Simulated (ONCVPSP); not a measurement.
**thulium (Tm): ONCV pseudisation with PBE, scalar-relativistic reference atom.**

The input file (ONCVPSP 4.0.1):

```
# ATOM AND REFERENCE CONFIGURATION
# atsym  z   nc   nv     iexc    psfile
  Tm 69.00   10    3        4      upf
#
#   n    l    f
    1    0    2.00
    2    0    2.00
    2    1    6.00
    3    0    2.00
    3    1    6.00
    3    2   10.00
    4    0    2.00
    4    1    6.00
    4    2   10.00
    4    3   13.00
    5    0    2.00
    5    1    6.00
    6    0    2.00
#
# PSEUDOPOTENTIAL AND OPTIMIZATION
# lmax
    2
#
#   l,   rc,      ep,       ncon, nbas, qcut
    0    2.25    0.00    4    8    4.90
    1    1.90    0.00    4    9    6.30
    2    1.90    0.20    3    7    5.80
#
# LOCAL POTENTIAL
# lloc, lpopt,  rc(5),   dvloc0
    2    5    1.90    0.00
#
# VANDERBILT-KLEINMAN-BYLANDER PROJECTORs
# l, nproj, debl
    0    2    2.20
    1    1    1.00
    2    0    3.80
#
# MODEL CORE CHARGE
# icmod, fcfact, rcfact
    3    3.25    1.60
#
# LOG DERIVATIVE ANALYSIS
# epsh1, epsh2, depsh
   -3.00    5.00    0.02
#
# OUTPUT GRID
# rlmax, drl
    6.00    0.01
#
# TEST CONFIGURATIONS
# ncnf
    4
# nvcnf
#   n    l    f
    3
    5    0    2.00
    5    1    6.00
    6    0    1.00
#
    3
    5    0    2.00
    5    1    6.00
    6    0    0.00
#
    3
    5    0    2.00
    5    1    6.00
    6    0    1.50
#
    4
    5    0    2.00
    5    1    6.00
    6    0    0.00
    5    2    1.00
#
```

Command:

```bash
oncvpsp.x < Tm.dat > Tm.out
```

Output (shortened: citation, most of the input echo, consistency checks and plot data are left out):

```
ONCVPSP  (Optimized Norm-Conservinng Vanderbilt PSeudopotential)
scalar-relativistic version 4.0.1

#   n    l    f        energy (Ha)
    1    0    2.00    -2.1789361E+03
    2    0    2.00    -3.6761629E+02
    2    1    6.00    -3.2454971E+02
    3    0    2.00    -8.2619783E+01
    3    1    6.00    -6.9581215E+01
    3    2   10.00    -5.3496405E+01
    4    0    2.00    -1.6274944E+01
    4    1    6.00    -1.1991599E+01
    4    2   10.00    -6.3064426E+00
    4    3   13.00    -1.1362534E-01
    5    0    2.00    -1.9615323E+00
    5    1    6.00    -9.8861819E-01
    6    0    2.00    -1.4239114E-01

Reference configufation results
  iterations    39
  all-electron total energy (Ha)   -1.35674707D+04

Begin loop to  construct optimized pseudo wave functions
and semi-local pseudopoentials for all angular momenta

Calculating optimized projector #   1

 for l=   0

    Fraction of norm inside rc  0.978957
    Optimizing pswf for qcut=   4.90 a_B^-1,  ecut=  11.98 Ha
    Residual kinetic energy error=  9.50D-06 Ha

    Energy error per electron        Cutoff
         Ha          eV             Ha
         0.01000     0.27211        3.47
         0.00100     0.02721        5.72
         0.00010     0.00272        9.62
         0.00001     0.00027       12.23

Calculating optimized projector #   2

 for l=   0

    Fraction of norm inside rc  0.080199
    Optimizing pswf for qcut=   4.90 a_B^-1,  ecut=  11.98 Ha
    Residual kinetic energy error=  2.08D-05 Ha

    Energy error per electron        Cutoff
         Ha          eV             Ha
         0.01000     0.27211        2.67
         0.00100     0.02721        6.28
         0.00010     0.00272       10.23
         0.00001     0.00027       16.36

Calculating optimized projector #   1

 for l=   1

    Fraction of norm inside rc  0.811770
    Optimizing pswf for qcut=   6.29 a_B^-1,  ecut=  19.81 Ha
    Residual kinetic energy error=  1.03D-05 Ha

    Energy error per electron        Cutoff
         Ha          eV             Ha
         0.01000     0.27211        6.19
         0.00100     0.02721       11.27
         0.00010     0.00272       16.37
         0.00001     0.00027       20.55

WARNING wellstate: moderately localized bound state found for n= 5 l=  2
WARNING scattering state with energy  0.05000000
WARNING will be used for the first projector

   Wellstate for l =  2  n =  5
     eigenvalue =   0.0500
     asymptotic potential =   0.5500
     half-point radius =  4.0135

Calculating optimized projector #   1

 for l=   2

    Fraction of norm inside rc  0.368213
    Optimizing pswf for qcut=   5.81 a_B^-1,  ecut=  16.88 Ha
    Residual kinetic energy error=  5.50D-07 Ha

    Energy error per electron        Cutoff
         Ha          eV             Ha
         0.01000     0.27211        7.41
         0.00100     0.02721       10.37
         0.00010     0.00272       12.82
         0.00001     0.00027       14.76

Construct Vanderbilt / Kleinmman-Bylander projectors

B matrix Hermiticity error, ll=   0
   1   2    1.5623E-04

  Orthonormal projector coefficients  6.3550E+00  7.2605E-01

Model core correction analysis
  based on d2Exc/dn_idn_j

d2excae - all-electron derivatives

   -2.614099D-02   -2.264826D-02   -1.373691D-03
   -2.264820D-02   -2.335342D-02   -2.697725D-03
   -1.373294D-03   -2.696728D-03   -2.762024D-02

d2excps - pseudofunction derivatives with no core correction

   -5.034941D-02   -3.256563D-02   -3.036377D-03
   -3.256639D-02   -3.190736D-02   -3.432016D-03
   -3.036816D-03   -3.430754D-03   -2.923330D-02

rms 2nd derivative error    9.804500E-03

rmatch, rhocmatch    1.1378    5.0326

Teter function model core charge with specified parameters

d2excps - pseudofunction derivatives with core correction

   -2.811605D-02   -2.078493D-02   -1.859005D-03
   -2.078489D-02   -2.215427D-02   -2.833282D-03
   -1.858615D-03   -2.832355D-03   -2.835498D-02

rms 2nd derivative error    1.217027E-03

Pseudoatom total energy  -35.291954

Diagnostic tests using Vanderbilt-Kleinman-Bylander pseudopotentials
  1 or more projectors used as specified by nproj input data

   l    rcore       rmatch      e in        delta e   norm test  slope test

   0   2.2503608   2.3186866  -1.9615323   0.0000034   0.9999553   0.9999431
   0   2.2503608   2.3186866  -0.1423911   0.0000012   1.0000405   1.0000313

   1   1.9033063   1.9610948  -0.9886182  -0.0000041   0.9999910   0.9999988

   2   1.9033063   1.9610948   0.0500000   0.0000035   1.0000015   1.0000015

 Testing for bound ghosts
   n   l    E NL Schr. Eq   E Basis Diag.   E Cutoff

   1   0       -1.961529       -1.961529     52.37
   2   0       -0.142390       -0.119600     52.37

   2   1       -0.988622       -0.988581     83.71

 Testing for highly-localized positive-energy ghosts
       l    <radius>/rc     E Basis Diag.   E Cutoff

       0        0.331456        8.628647     52.37  WARNING - GHOST(+)

Test configuration 0

   n   l     f        eae           eps        diff
   1   0  2.0000-2178.93609947
   2   0  2.0000 -367.61628985
   2   1  6.0000 -324.54971349
   3   0  2.0000  -82.61978265
   3   1  6.0000  -69.58121505
   3   2 10.0000  -53.49640534
   4   0  2.0000  -16.27494387
   4   1  6.0000  -11.99159863
   4   2 10.0000   -6.30644257
   4   3 13.0000   -0.11362534
   5   0  2.0000   -1.96153229   -1.96152887    3.42D-06
   5   1  6.0000   -0.98861819   -0.98862225   -4.06D-06
   6   0  2.0000   -0.14239114   -0.14238994    1.20D-06

    Total energies and differences
      AE_ref= -1.35674707D+04  AE_tst= -1.35674707D+04  dif=  0.00D+00
      PS_ref= -3.52919537D+01  PS_tst= -3.52919537D+01  dif= -4.26D-14
      PSP excitation error=  4.26D-14

Test configuration 1

   n   l     f        eae           eps        diff
   1   0  2.0000-2179.18145025
   2   0  2.0000 -367.86067234
   2   1  6.0000 -324.79423569
   3   0  2.0000  -82.86282491
   3   1  6.0000  -69.82428369
   3   2 10.0000  -53.73959894
   4   0  2.0000  -16.51851293
   4   1  6.0000  -12.23538089
   4   2 10.0000   -6.55051365
   4   3 13.0000   -0.35825179
   5   0  2.0000   -2.20891240   -2.21676375   -7.85D-03
   5   1  6.0000   -1.23549232   -1.24167132   -6.18D-03
   6   0  1.0000   -0.33684283   -0.33760793   -7.65D-04

    Total energies and differences
      AE_ref= -1.35674707D+04  AE_tst= -1.35672322D+04  dif=  2.38D-01
      PS_ref= -3.52919537D+01  PS_tst= -3.50542128D+01  dif=  2.38D-01
      PSP excitation error=  6.77D-04

Test configuration 2

   n   l     f        eae           eps        diff
   1   0  2.0000-2179.47041479
   2   0  2.0000 -368.14770883
   2   1  6.0000 -325.08147354
   3   0  2.0000  -83.14768073
   3   1  6.0000  -70.10917674
   3   2 10.0000  -54.02468626
   4   0  2.0000  -16.80419009
   4   1  6.0000  -12.52137679
   4   2 10.0000   -6.83692581
   4   3 13.0000   -0.64510349
   5   0  2.0000   -2.49923713   -2.51824000   -1.90D-02
   5   1  6.0000   -1.52370586   -1.53861283   -1.49D-02

    Total energies and differences
      AE_ref= -1.35674707D+04  AE_tst= -1.35667874D+04  dif=  6.83D-01
      PS_ref= -3.52919537D+01  PS_tst= -3.46080876D+01  dif=  6.84D-01
      PSP excitation error= -5.53D-04

Test configuration 3

   n   l     f        eae           eps        diff
   1   0  2.0000-2179.05270939
   2   0  2.0000 -367.73255009
   2   1  6.0000 -324.66603619
   3   0  2.0000  -82.73548082
   3   1  6.0000  -69.69692518
   3   2 10.0000  -53.61216943
   4   0  2.0000  -16.39087114
   4   1  6.0000  -12.10761913
   4   2 10.0000   -6.42259096
   4   3 13.0000   -0.23005259
   5   0  2.0000   -2.07921271   -2.08269536   -3.48D-03
   5   1  6.0000   -1.10618999   -1.10894045   -2.75D-03
   6   0  1.5000   -0.23628491   -0.23662706   -3.42D-04

    Total energies and differences
      AE_ref= -1.35674707D+04  AE_tst= -1.35673756D+04  dif=  9.51D-02
      PS_ref= -3.52919537D+01  PS_tst= -3.51975119D+01  dif=  9.44D-02
      PSP excitation error=  6.20D-04

Test configuration 4

   n   l     f        eae           eps        diff
   1   0  2.0000-2179.13161095
   2   0  2.0000 -367.80850504
   2   1  6.0000 -324.74209043
   3   0  2.0000  -82.81204352
   3   1  6.0000  -69.77348735
   3   2 10.0000  -53.68849910
   4   0  2.0000  -16.46694263
   4   1  6.0000  -12.18345783
   4   2 10.0000   -6.49790783
   4   3 13.0000   -0.30461370
   5   0  2.0000   -2.15108962   -2.15477005   -3.68D-03
   5   1  6.0000   -1.18119315   -1.18166393   -4.71D-04
   5   2  1.0000   -0.20818265   -0.20717391    1.01D-03

    Total energies and differences
      AE_ref= -1.35674707D+04  AE_tst= -1.35671319D+04  dif=  3.39D-01
      PS_ref= -3.52919537D+01  PS_tst= -3.49543663D+01  dif=  3.38D-01
      PSP excitation error=  1.16D-03
```

The run took about 3.2 s on one core of a shared server CPU.
